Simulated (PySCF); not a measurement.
# Atomic charges against the basis set

Compound: CH4BN2P.
Numbering: `[N:1]#[C:2][B:3]([NH2:4])[PH2:5]` (hydrogens: H6, H7 on N4; H8, H9 on P5)

PBE0 throughout (PySCF), one geometry, spherical d and f functions. One conformer (not necessarily the lowest) at the PBE0-D3(BJ)/def2-SVP geometry, without solvent, vibrations or thermal averaging. Atoms taken as equivalent share a column and are averaged.

Mulliken charges (e):

| basis | functions | N1 | C2 | B3 | N4 | P5 | H6/H7 | H8/H9 |
| --- | --- | --- | --- | --- | --- | --- | --- | --- |
| STO-3G | 33 | -0.206 | -0.042 | +0.167 | -0.443 | +0.220 | +0.223 | -0.071 |
| 6-31G | 57 | -0.263 | -0.040 | +0.348 | -0.825 | +0.026 | +0.353 | +0.024 |
| pcSseg-0 | 57 | -0.341 | -0.110 | +0.589 | -0.801 | -0.233 | +0.345 | +0.103 |
| 6-31G* | 82 | -0.304 | +0.083 | +0.249 | -0.765 | -0.103 | +0.369 | +0.052 |
| def2-SVP | 94 | -0.051 | -0.092 | -0.105 | -0.059 | -0.029 | +0.153 | +0.014 |
| cc-pVDZ | 94 | -0.137 | -0.070 | -0.027 | +0.007 | -0.072 | +0.116 | +0.033 |
| pcSseg-1 | 112 | -0.228 | -0.094 | +0.307 | -0.416 | -0.106 | +0.212 | +0.057 |
| aug-cc-pVDZ | 155 | -0.407 | +0.029 | +0.612 | -0.008 | -0.961 | -0.018 | +0.386 |
| 6-311+G(2d,p) | 167 | -0.275 | -0.086 | +0.396 | -0.580 | -0.116 | +0.261 | +0.070 |
| def2-TZVP | 185 | -0.032 | -0.208 | +0.182 | -0.410 | -0.206 | +0.256 | +0.081 |
| cc-pVTZ | 210 | -0.100 | -0.115 | +0.078 | -0.179 | -0.097 | +0.168 | +0.039 |
| IGLO-III | 224 | -0.295 | -0.008 | +0.316 | -0.459 | +0.150 | +0.217 | -0.069 |

IAO charges (e):

```tsv
basis	functions	N1	C2	B3	N4	P5	H6/H7	H8/H9
STO-3G	33	-0.155	-0.032	+0.014	-0.422	+0.203	+0.237	-0.041
6-31G	57	-0.197	+0.020	+0.047	-0.510	+0.025	+0.288	+0.019
pcSseg-0	57	-0.196	+0.028	+0.020	-0.470	+0.003	+0.279	+0.028
6-31G*	82	-0.202	+0.023	+0.047	-0.507	+0.078	+0.283	-0.003
def2-SVP	94	-0.195	+0.022	+0.027	-0.489	+0.077	+0.280	-0.001
cc-pVDZ	94	-0.196	+0.019	+0.035	-0.499	+0.068	+0.284	+0.003
pcSseg-1	112	-0.204	+0.026	+0.032	-0.503	+0.080	+0.284	+0.001
aug-cc-pVDZ	155	-0.210	+0.030	+0.041	-0.524	+0.063	+0.292	+0.008
6-311+G(2d,p)	167	-0.211	+0.030	+0.037	-0.526	+0.083	+0.293	+0.001
def2-TZVP	185	-0.209	+0.029	+0.039	-0.525	+0.084	+0.292	-0.001
cc-pVTZ	210	-0.206	+0.027	+0.041	-0.524	+0.073	+0.292	+0.003
IGLO-III	224	-0.211	+0.030	+0.037	-0.529	+0.086	+0.293	0.000
```

Hirshfeld charges (e):

```json
{"basis": "STO-3G", "functions": "33", "N1": "-0.179", "C2": "-0.043", "B3": "+0.108", "N4": "-0.168", "P5": "+0.099", "H6/H7": "+0.126", "H8/H9": "-0.035"}
{"basis": "6-31G", "functions": "57", "N1": "-0.198", "C2": "-0.009", "B3": "+0.121", "N4": "-0.197", "P5": "-0.006", "H6/H7": "+0.145", "H8/H9": "0.000"}
{"basis": "pcSseg-0", "functions": "57", "N1": "-0.191", "C2": "-0.017", "B3": "+0.112", "N4": "-0.200", "P5": "+0.010", "H6/H7": "+0.145", "H8/H9": "-0.002"}
{"basis": "6-31G*", "functions": "82", "N1": "-0.208", "C2": "+0.001", "B3": "+0.122", "N4": "-0.197", "P5": "-0.007", "H6/H7": "+0.145", "H8/H9": "-0.001"}
{"basis": "def2-SVP", "functions": "94", "N1": "-0.200", "C2": "-0.008", "B3": "+0.118", "N4": "-0.208", "P5": "+0.017", "H6/H7": "+0.146", "H8/H9": "-0.006"}
{"basis": "cc-pVDZ", "functions": "94", "N1": "-0.195", "C2": "-0.012", "B3": "+0.117", "N4": "-0.203", "P5": "+0.012", "H6/H7": "+0.146", "H8/H9": "-0.005"}
{"basis": "pcSseg-1", "functions": "112", "N1": "-0.204", "C2": "-0.005", "B3": "+0.131", "N4": "-0.215", "P5": "+0.011", "H6/H7": "+0.144", "H8/H9": "-0.003"}
{"basis": "aug-cc-pVDZ", "functions": "155", "N1": "-0.208", "C2": "-0.006", "B3": "+0.131", "N4": "-0.222", "P5": "+0.022", "H6/H7": "+0.145", "H8/H9": "-0.004"}
{"basis": "6-311+G(2d,p)", "functions": "167", "N1": "-0.209", "C2": "-0.006", "B3": "+0.127", "N4": "-0.219", "P5": "+0.027", "H6/H7": "+0.145", "H8/H9": "-0.005"}
{"basis": "def2-TZVP", "functions": "185", "N1": "-0.208", "C2": "-0.005", "B3": "+0.130", "N4": "-0.220", "P5": "+0.019", "H6/H7": "+0.146", "H8/H9": "-0.003"}
{"basis": "cc-pVTZ", "functions": "210", "N1": "-0.205", "C2": "-0.005", "B3": "+0.130", "N4": "-0.220", "P5": "+0.016", "H6/H7": "+0.147", "H8/H9": "-0.004"}
{"basis": "IGLO-III", "functions": "224", "N1": "-0.210", "C2": "-0.009", "B3": "+0.132", "N4": "-0.226", "P5": "+0.028", "H6/H7": "+0.144", "H8/H9": "-0.003"}
```

Some averages cover members that differ in this geometry, most widely: H8/H9, Mulliken in aug-cc-pVDZ +0.359 to +0.412; H8/H9, Mulliken in 6-31G +0.010 to +0.038; H8/H9, Mulliken in pcSseg-1 +0.042 to +0.071; H8/H9, Mulliken in 6-31G* +0.037 to +0.066 e.

**Question.** Which scheme is steadiest as the basis changes?

**Answer.** Largest range over the bases for any column: Hirshfeld 0.11 e, IAO 0.20 e, Mulliken 1.18 e. Hirshfeld charges move least and Mulliken charges most, counted in e. Without the minimal STO-3G basis the ranges are Hirshfeld 0.04, IAO 0.08, Mulliken 1.11 e.

**Question.** How much do the charges still move between the two largest bases, cc-pVTZ and IGLO-III?

**Answer.** At most, over all atoms: Mulliken 0.280 e, IAO 0.013 e, Hirshfeld 0.013 e.

**Question.** What do the same runs give for the total energy, the frontier levels and the dipole moment?

**Answer.** 
```csv
basis,energy (Eh),HOMO (eV),LUMO (eV),μ (D)
STO-3G,-509.8518,-4.61,1.97,4.39
6-31G,-515.8174,-7.41,-1.22,4.89
pcSseg-0,-515.1183,-7.56,-1.38,5.03
6-31G*,-515.8913,-7.51,-1.22,4.73
def2-SVP,-515.6856,-7.54,-1.31,4.67
cc-pVDZ,-515.9333,-7.52,-1.23,4.61
pcSseg-1,-515.8891,-7.68,-1.47,4.74
aug-cc-pVDZ,-515.9483,-7.71,-1.58,4.65
"6-311+G(2d,p)",-515.9839,-7.73,-1.61,4.69
def2-TZVP,-515.9981,-7.70,-1.54,4.66
cc-pVTZ,-515.9968,-7.68,-1.48,4.64
IGLO-III,-516.0020,-7.70,-1.58,4.67
```

The dipole is fixed by the density alone, so its range of 0.64 D shows that the density itself changes with the basis, not only its division among atoms.
